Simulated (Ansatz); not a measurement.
Reaction (redistribution): `[SiH3][O][Sn][O][SiH3]` + `C[S][GeH2][OH]` → `C[S][Sn][O][SiH3]` + `[OH][GeH2][O][SiH3]`

Calculated with Ansatz (gas phase, PBE0-D4/def2-TZVP geometries, no zero-point term in ΔE). CCSD(T)/CBS adds triple-zeta CCSD(T) − MP2 to the extrapolated MP2 energy (def2 sets, frozen cores). DFT in def2-TZVPP. B3LYP here is the variant with VWN-RPA as its local correlation; programs differ in this. Elements past krypton have def2 core potentials. For Ge, Sn outer-core shells are correlated without core-valence functions, which leaves a few kJ/mol of doubt a bond. Scalar relativity is left out up to krypton. Each species was taken in one conformer, which may not be the lowest.

Problem. Is it downhill or uphill in electronic energy at CCSD(T)/CBS, and by how much? (Estimate.)

Solution. Ansatz gave: Downhill: ΔE = -2.2 kcal/mol.

Problem. What do these levels give: PBE0-D4, B3LYP-D4, PBE0, HF/def2-QZVPP, SCS-MP2/def2-QZVPP, MP2/CBS(def2)? (Best estimate.)

Solution. Ansatz gave: PBE0-D4 -2.8, B3LYP-D4 -2.7, PBE0 -3.3, HF/def2-QZVPP -4.1, SCS-MP2/def2-QZVPP -2.6, MP2/CBS(def2) -2.2 kcal/mol.

Largest T1 diagnostic among the species: 0.016.

The D4 term adds +0.8 kcal/mol with B3LYP and +0.5 kcal/mol with PBE0; it sums over pairs of atoms, weighted by their polarisabilities, and B3LYP, whose exchange is more repulsive, gets the larger term. In def2-TZVPP, CCSD(T) changes the Hartree–Fock value by +1.1 kcal/mol (the triples alone add −0.2 kcal/mol) and MP2 by +1.1 kcal/mol.
